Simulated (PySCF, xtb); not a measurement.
AlF2, SMILES [F][Al+][F], charge +1.

xtb with GFN2-xTB at its own geometry gives an orbital gap of 3.71 eV.

Geometry optimised at B3LYP-D3(BJ)/def2-TZVP. The spin state was assumed, not searched. The isomer is the one that the SMILES or the coordinates give; other isomers of the formula were not compared.

**Question.** What does PBE0/def2-TZVPD (PySCF) give? (An estimate is asked for; the answer gives what the named calculation found.)

**Answer.** gap 9.25 eV (levels -19.41 and -10.16 eV).
